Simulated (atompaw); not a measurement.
## Ca: one change to a PAW (atompaw) potential, before and after

* Element: calcium (Ca)
* Generator: atompaw 4.2.0.5
* Type: PAW
* Functional: LDA (PW92)
* Relativity: scalar-relativistic
* Frozen core: [Ne] 3s2
* Valence charge: 8
* Reference configuration: 3p6 3d0 4s2 4p0
* Partial waves: 4s (bound): rc 2.85 bohr; 4s channel at 0.6 Ry: rc 2.85 bohr; 3p (bound): rc 2.15 bohr; 4p (bound, empty): rc 2.85 bohr; 3d (bound, empty): rc 2.85 bohr; 3d channel at 0.4 Ry: rc 2.85 bohr
* Local potential: vpsmatchnc scheme with l = 3 at 0 Ry, radius 2.20 bohr
* Core correction: smooth core density matched at 1.70 bohr
* Augmentation charge: besselshape compensation charge, radius 2.45 bohr; PAW radius 2.85 bohr; waves and projectors: custom polynom2 7 10 vanderbiltortho

Change: local potential bessel scheme, radius 2.20 bohr.

Cutoffs: the cutoffs (Ry, on a coarse ladder) from which the occupation-weighted sum of valence levels, in a spherical-Bessel basis at the reference potential, stays within 10 and 1 mRy of its value at 400 Ry; they do not see the model core or the augmentation charge, which bear on the density cutoff.

Task: What does the change do?

Result: The potential gets neither clearly harder nor softer (15 Ry and 18 Ry → 15 Ry and 18 Ry); the bound ghost in s disappears; the range in which the s phases agree narrows (upper end 3.0 → 1.8); the range in which the p phases agree widens (upper end 0.3 → 4.4). A state that the projectors do not describe sees the local part alone, so a deeper or shallower local part can create or remove a ghost.

| quantity | base | changed |
| --- | --- | --- |
| cutoff, loose | 15 Ry | 15 Ry |
| cutoff, tight | 18 Ry | 18 Ry |
| bound ghosts | s | none |
| s: phases at 2.85 bohr within 0.05 rad from the reference energy up to (Ry; the scan ends near 5) | 3.0 | 1.8 |
| p: phases at 2.85 bohr within 0.05 rad from the reference energy up to (Ry; the scan ends near 5) | 0.3 | 4.4 |
| d: phases at 2.85 bohr within 0.05 rad from the reference energy up to (Ry; the scan ends near 5) | 1.4 | 1.4 |
| lowest overlap eigenvalue by channel | s 0.57, p 0.57, d 0.98 | s 0.64, p 0.60, d 0.98 |

 A true bound ghost makes a file unfit for plane-wave use even where its test errors are small: the radial tests pick states by their node count and pass the ghost by. The cutoffs see the waves, projectors and local potential, not the compensation charge or the core.
